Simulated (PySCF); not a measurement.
**Dipole response of Ga²⁺ (gallium, charge +2)**

[Ar] 3d10 4s1, 2S determinant. Calculation: PySCF 2.14, in def2-QZVPPD (12s7p5d4f1g, 95 functions); the non-relativistic Hamiltonian (point nucleus). Coupled (time-dependent) response in atomic units; α is the mean over directions.

```tsv
method	mean α (bohr³)	C₆ (like pair)	S(−4)
UHF	12.94	40.93	162.5
PBE	9.901	30.50	84.72
PBE0	10.52	32.41	98.88
B3LYP	9.835	29.93	84.76
```

S(−4) is the Cauchy moment in α(ω) = α(0) + S(−4) ω² + …

α(iu) at PBE0:

```
u (hartree)  α(iu) (bohr³)
          0          10.52
     0.0500          10.28
      0.100          9.625
      0.200          7.761
      0.300          6.013
      0.500          3.804
      0.750          2.511
       1.00          1.866
       1.50          1.234
       2.00         0.9175
       3.00         0.5928
       5.00         0.3252
```

For an ion, C₆ is the dispersion term alone; charge-induced terms of lower order in 1/R come first.
